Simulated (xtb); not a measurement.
xtb input:

```bash
xtb mol.xyz --gfn 2 --ohess tight --chrg -1 --uhf 0
```
mol.xyz:
```
11

C     -2.68175272    -1.12671908    -0.13311730
C     -1.29481879    -0.61154928    -0.02392588
C     -1.01574943     0.71135725     0.12003935
Se     0.90666216     0.84421238     0.10980236
C      1.10373543    -1.04565999    -0.10032468
C     -0.21188526    -1.51069012    -0.16832045
H     -3.34176890    -0.23838449     0.00998578
H     -2.87297714    -1.82623118     0.67402990
H     -2.94591093    -1.62616244    -1.07687098
H      2.02782408    -1.58852489    -0.18330128
H     -0.31442701    -2.61396122    -0.29887699
```

What final total energy does it print?

-16.54653 Eh (GFN2-xTB).

It need not be the lowest isomer of its formula. Whether it binds its extra electron was not tested at this geometry.
